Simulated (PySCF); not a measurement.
C₂H₉ClOSi₂. Atoms are numbered in the order given.

```xyz
15

C      0.6317     4.0248     0.0000
C     -0.4690     2.9818     0.0000
O      0.1121     1.6859     0.0000
Si    -0.7482     0.2541     0.0000
Si     0.8503    -1.4555     0.0000
Cl    -0.2349    -3.2480     0.0000
H      1.2677     3.9114    -0.8914
H      0.2047     5.0402     0.0000
H      1.2677     3.9114     0.8914
H     -1.1162     3.1066    -0.8902
H     -1.1162     3.1066     0.8902
H     -1.6238     0.1448    -1.2083
H     -1.6238     0.1448     1.2083
H      1.7153    -1.4282     1.2120
H      1.7153    -1.4282    -1.2120
```

The structure is a stationary point at B3LYP-D3(BJ)/def2-SVP. The structure was generated by enumeration, and PubChem lists no compound with its InChIKey, so it may never have been made. One conformer was computed; it need not be the lowest.

All values below come from HF/pcSseg-1 in PySCF.

GIAO shieldings, no solvent; atoms alike by connectivity are averaged. δ = σ(ref) − σ: ¹³C against TMS (σ = 192.6 ppm); ¹⁷O against H2O (σ = 333.0 ppm); ²⁹Si against TMS (σ = 393.8 ppm); ³⁵Cl against HCl (σ = 958.2 ppm); ¹H against TMS (σ = 31.99 ppm), references at their B3LYP-D3(BJ)/def2-TZVP geometries, non-relativistic (without spin–orbit terms, shifts of atoms bonded to Cl or Br come out too high).

```tsv
nucleus	atoms	count	δ (ppm)
¹³C	C2	1	60.6
¹³C	C1	1	22.0
¹⁷O	O3	1	-1.9
²⁹Si	Si5	1	-27.1
²⁹Si	Si4	1	-28.2
³⁵Cl	Cl6	1	-130.7
¹H	H14, H15	2	4.97
¹H	H12, H13	2	4.73
¹H	H10, H11	2	3.63
¹H	H7, H8, H9	3	1.66
```
